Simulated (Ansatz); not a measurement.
Species: H6B2Si, SMILES `BB[SiH3]` (charge 0, multiplicity 1).

Problem. Give a relaxed geometry from B3LYP-D3(BJ)/def2-TZVP (Ansatz, a first-principles code).

Solution. This is not unique; one that fits is the end point of this relaxation, one of several conformers (outside a Z-matrix the atoms follow the SMILES, hydrogens last).
Z-matrix (Å, degrees):
```
B
H 1 1.1934
B 1 1.6084 2 126.77
H 3 1.1968 1 121.88 2 -92.67
H 3 1.1968 4 116.05 1 175.08
Si 1 2.0262 2 114.57 3 179.97
H 6 1.4828 1 114.68 2 179.83
H 6 1.4865 7 108.12 1 121.33
H 6 1.4866 7 108.13 8 117.27
```
